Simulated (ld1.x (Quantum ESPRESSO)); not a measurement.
## Ranking TM potentials for silver (Ag)

All share these settings but for the change named:

```
Element                 : Ag
Generator               : ld1.x (Quantum ESPRESSO) 7.5
Type                    : norm-conserving Troullier–Martins (Kleinman–Bylander form)
Functional              : PBEsol
Relativity              : scalar-relativistic
Frozen core             : [Ar] 3d10 4s2
Valence charge          : 17
Reference configuration : 4p6 4d10 5s0 5p0 (charge +1)
Partial waves           : 4p (bound): rc 1.15 bohr; 4d (bound): rc 1.45 bohr; 5s (bound, empty): rc 1.75 bohr
Local potential         : the s channel
Core correction         : Bessel-smoothed model core inside 0.75 bohr
```

Cutoff: the first of the cutoffs (Ry, on a coarse ladder) from which the occupation-weighted sum of valence levels, in a spherical-Bessel basis at the reference potential, stays within 10 and 1 mRy of its value at 400 Ry; the density cutoff is not measured.

The base gives 120 Ry.

Of 7 variants that were run, those that failed, showed a ghost or another fault, or gave nearly equal values are left out.

Q: Rank these variants from softest to hardest (loose cutoff).
A. all radii but the core radius scaled by about 1.19 (s 2.08, p 1.36, d 1.72 bohr)
B. all radii but the core radius scaled by about 1.29 (s 2.26, p 1.48, d 1.88 bohr)
C. all radii but the core radius scaled by about 1.09 (s 1.92, p 1.26, d 1.58 bohr)
D. all radii but the core radius scaled by about 0.96 (s 1.68, p 1.10, d 1.40 bohr)

A: B (60 Ry), A (70 Ry), C (80 Ry), D (140 Ry).
